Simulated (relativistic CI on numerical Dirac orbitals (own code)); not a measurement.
Computed by Dirac-Coulomb-Breit CI, KLI orbitals optimised for each configuration, QED by a radiative potential, unscaled Slater integrals (own radial code, finite nucleus).

CI space (outside the closed core [Kr] 4d10): 4f13 5s2 5p6, 4f14 5s2 5p5, 4f13 5s2 5p5 5d, 4f14 5s 5p6, 4f12 5s2 5p6 5d, 4f13 5s 5p6 5d, 4f13 5s2 5p5 5f, 4f13 5s2 5p5 6s, 4f12 5s2 5p6 6s, 4f13 5s2 5p5 5g, 4f13 5s 5p6 5f, 4f13 5s2 5p5 6p, 4f12 5s2 5p6 6p, 4f13 5s 5p6 5g, 4f12 5s2 5p6 5f, 4f14 5p6 5d, 4f13 5s2 5p5 6d, 4f12 5s2 5p6 6d, 4f11 5s2 5p6 5d 6p, 4f13 5p6 5d2, 4f14 5p5 5d2, 4f13 5p5 5d3, 4f12 5p6 5d3, 4f13 5p5 5d2 5f. Double excitations out of closed p, d and f shells are left out; levels of such configurations are missing from the list, as are those of other unlisted configurations, and high levels can miss mixing partners. These lack a partner that the ground configuration has and come out too high: 4f13 5s2 5p5 6s, 4f12 5s2 5p6 6s, 4f13 5s2 5p5 5g, 4f13 5s2 5p5 6p, 4f12 5s2 5p6 6p.

At this charge configurations can still be misplaced by up to about 7 % of their energy. Levels and lines within the n = 5 or 6 shells can be off by up to 10 % or somewhat more, and those that change n by about 2 %, since core polarisation is missing. Levels that differ in their count of f electrons can be misplaced by several ten thousand cm⁻¹, since the correlation energy of f electrons is missing or only estimated; rates across such gaps can be off by orders of magnitude.

Outline of the computed level scheme of W VIII. Lowest level of each configuration: 4f13 5s2 5p6 2F°_7/2 at 0.0000 eV; 4f14 5s2 5p5 2P°_3/2 at 1.4941 eV; 4f13 5s2 5p5 5d 4D_7/2 at 40.6089 eV.

Some strong electric-dipole decays among the lowest 45 levels: 4f13 5s2 5p5 5d 2S_1/2 → 4f14 5s2 5p5 2P°_3/2 (5.1e+09 s⁻¹); 4f13 5s2 5p5 5d 2S_1/2 → 4f14 5s2 5p5 2P°_1/2 (2.4e+09 s⁻¹); 4f13 5s2 5p5 5d 4P_1/2 → 4f14 5s2 5p5 2P°_3/2 (1.9e+09 s⁻¹); 4f13 5s2 5p5 5d 4P_1/2 → 4f14 5s2 5p5 2P°_1/2 (1.4e+09 s⁻¹); 4f13 5s2 5p5 5d 2F_5/2 → 4f13 5s2 5p6 2F°_7/2 (6.6e+08 s⁻¹); 4f13 5s2 5p5 5d 2D_3/2 → 4f14 5s2 5p5 2P°_3/2 (6.3e+08 s⁻¹); 4f13 5s2 5p5 5d 4D_1/2 → 4f14 5s2 5p5 2P°_1/2 (4.9e+08 s⁻¹); 4f13 5s2 5p5 5d 4F_3/2 → 4f14 5s2 5p5 2P°_3/2 (4.0e+08 s⁻¹).

LS names give the leading component of a level, which can be under half, so a name can repeat, a term be missing and a line seem to break the LS rules.
